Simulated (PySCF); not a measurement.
## Correlation energy of As¹⁶⁺ (arsenic, charge +16)

[Ne] 3s2 3p5, 2P determinant. Computed with PySCF 2.14 in an uncontracted even-tempered set (19 s from 1.2 bohr⁻², ratio 2.5; 12 p from 1.6 bohr⁻², ratio 2.5; 5 d from 9.5 bohr⁻², ratio 2.7; 4 f from 14 bohr⁻², ratio 2.7), with scalar relativity by spin-free X2C-1e. Frozen: 1s2; 15 electrons correlated; the 22 highest virtual orbitals of each spin left out.

```json
{"level": "CCSD", "correlation energy (mhartree)": "-580.19"}
{"level": "(T)", "correlation energy (mhartree)": "-2.59"}
{"level": "CCSD(T)", "correlation energy (mhartree)": "-582.78"}
```

Diagnostics: T1 = 0.0015, D1 = 0.0063, largest double amplitude 0.032.

Problem. Is a single reference adequate?

Solution. Yes, within this model without spin-orbit coupling: T1 lies below 0.03 and no double amplitude reaches 0.07.

At this charge the one-electron X2C treatment keeps the bare 1/r₁₂, with no two-electron picture change or Breit term. The effect here is smaller than on the frozen 1s shell; and a scalar Hamiltonian misses the large spin-orbit splitting of the p shells, which matters for ns² → np² pairs.
